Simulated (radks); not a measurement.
All-electron atom: Cl IV in [Ne] 3s2 3p2 (the NIST ground configuration). Calculated with a radial shooting solver on a logarithmic mesh with Libxc functionals: scalar-relativistic Kohn-Sham, r2SCAN, spin-polarised, spherical densities, finite nucleus; open shells are filled with parallel spins first; meta-GGA in the generalised Kohn-Sham scheme; Fermi nuclear charge, rms radius 3.3654 fm.

Unscreened Slater integrals over Kohn-Sham orbitals (hartree). They are taken over the spin-up orbitals.

F0(3p,3p): 0.59669
F2(3p,3p): 0.30674
F0(3p,3s): 0.61879
G1(3p,3s): 0.41669
F0(3p,2p): 0.80340
F2(3p,2p): 0.14848
G0(3p,2p): 0.060394
G2(3p,2p): 0.060762
F0(3p,2s): 0.79269
G1(3p,2s): 0.046410
F0(3s,3s): 0.64393
F0(3s,2p): 0.84950
G1(3s,2p): 0.066719
F0(3s,2s): 0.84116
G0(3s,2s): 0.053486
F0(2p,2p): 2.2642
F2(2p,2p): 1.0520
F0(2p,2s): 2.1362
G1(2p,2s): 1.2622
F0(2s,2s): 2.0518

Derived for the open shells (J is the average intra-shell exchange parameter used in DFT+U). 3p: J = F2/5 = 0.06135 hartree; in LS coupling 1D lies 6 F2/25 = 0.07362 hartree above 3P.
